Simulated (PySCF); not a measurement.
BH₃S₃.

```xyz
7

B      0.0075    -0.0117     0.0000
S     -1.6325     0.7546     0.0000
H     -1.2114     2.0379     0.0000
S      0.0074    -1.8202     0.0000
H      1.3438    -2.0023     0.0000
S      1.4632     1.0603     0.0000
H      2.4199     0.1081     0.0000
```

Coordinates come from a PBE0-D3(BJ)/def2-SVP optimisation. One conformer was computed; it need not be the lowest.

Level of theory: PBE0/pcSseg-1 (PySCF). Non-relativistic, no solvent.

Computed absolute GIAO shielding of each atom: isotropic value and principal components (ppm):
```json
[
 {"atom": "B1", "σ(iso)": "41.4", "σ11": "2.0", "σ22": "9.4", "σ33": "112.7", "span": "110.7"},
 {"atom": "S2", "σ(iso)": "550.3", "σ11": "355.4", "σ22": "611.8", "σ33": "683.7", "span": "328.4"},
 {"atom": "H3", "σ(iso)": "28.6", "σ11": "22.0", "σ22": "27.3", "σ33": "36.4", "span": "14.4"},
 {"atom": "S4", "σ(iso)": "524.3", "σ11": "372.4", "σ22": "503.2", "σ33": "697.2", "span": "324.8"},
 {"atom": "H5", "σ(iso)": "28.9", "σ11": "22.4", "σ22": "27.3", "σ33": "36.8", "span": "14.4"},
 {"atom": "S6", "σ(iso)": "520.0", "σ11": "394.6", "σ22": "454.2", "σ33": "711.3", "span": "316.6"},
 {"atom": "H7", "σ(iso)": "28.7", "σ11": "21.9", "σ22": "26.7", "σ33": "37.3", "span": "15.4"}
]
```
